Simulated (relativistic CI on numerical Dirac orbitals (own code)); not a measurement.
## Forbidden lines of Ba⁴⁶⁺

Method of calculation: Dirac-Coulomb-Breit CI, separate exchange-only KLI orbitals for each configuration, a model potential for QED, unscaled Slater integrals (own radial code, finite nucleus).

CI space (outside the closed core 1s2): 2s2 2p6, 2s2 2p5 3s, 2s2 2p5 3p, 2s2 2p5 3d, 2s 2p6 3s, 2s 2p6 3p, 2s 2p6 3d, 2s2 2p5 4s, 2s2 2p5 4p, 2s2 2p5 4d, 2s2 2p5 4f, 2s 2p6 4s, 2s 2p6 4p, 2s2 2p4 3s2, 2s 2p6 4d, 2s 2p6 4f. Levels of other configurations are missing.

| λ vac (Å) | Lower | Upper | Type | A (s⁻¹) | E lower (eV) | E upper (eV) |
| --- | --- | --- | --- | --- | --- | --- |
| 2.1992 | 2s2 2p6 1S_0 [1] | 2s 2p6 3d 1D_2 [37] | E2 | 1.99e+12 | 0.00 | 5637.73 |
| 2.2119 | 2s2 2p6 1S_0 [1] | 2s 2p6 3d 3D_2 [35] | E2 | 4.13e+11 | 0.00 | 5605.23 |
| 2.3387 | 2s2 2p6 1S_0 [1] | 2s2 2p5 3d 3P°_2 [27] | M2 | 2.31e+09 | 0.00 | 5301.32 |
| 2.4030 | 2s2 2p6 1S_0 [1] | 2s2 2p5 3p 3D_2 [23] | E2 | 1.69e+11 | 0.00 | 5159.53 |
| 2.5256 | 2s2 2p6 1S_0 [1] | 2s2 2p5 3d 1D°_2 [15] | M2 | 1.04e+10 | 0.00 | 4909.19 |
| 2.5983 | 2s2 2p6 1S_0 [1] | 2s2 2p5 3p 3P_2 [8] | E2 | 1.46e+11 | 0.00 | 4771.73 |
| 2.6597 | 2s2 2p6 1S_0 [1] | 2s2 2p5 3p 3D_2 [5] | E2 | 1.49e+11 | 0.00 | 4661.55 |
| 2.6611 | 2s2 2p6 1S_0 [1] | 2s2 2p5 3p 3P_1 [4] | M1 | 1.46e+09 | 0.00 | 4659.12 |
| 2.7181 | 2s2 2p6 1S_0 [1] | 2s2 2p5 3s 3P°_2 [2] | M2 | 3.20e+08 | 0.00 | 4561.43 |
| 31.792 | 2s2 2p5 3p 3D_2 [5] | 2s2 2p5 3p 3D_1 [20] | M1 | 4.58e+08 | 4661.55 | 5051.53 |
| 32.018 | 2s2 2p5 3s 1P°_1 [3] | 2s2 2p5 3s 3P°_0 [18] | M1 | 5.50e+08 | 4567.30 | 4954.53 |

Terms are leading LS components. Brackets give the number of a level in order of energy, since labels repeat. The list gives strong lines, with weight on those to low levels, among the lowest 89 of 94 levels, so that lines to higher ones, which can be the strongest, are missing. Levels whose partners in the same complex of configurations lie outside the list can be far off, and so can their lines. Rates are taken at the computed energies, electric ones in the length gauge.

At this charge energies of transitions that change n are usually good to better than 1 %, and those within a shell (Δn = 0) to a few per cent.

LS names give the leading component of a level, which can be under half, so a name can repeat, a term be missing and a line seem to break the LS rules.
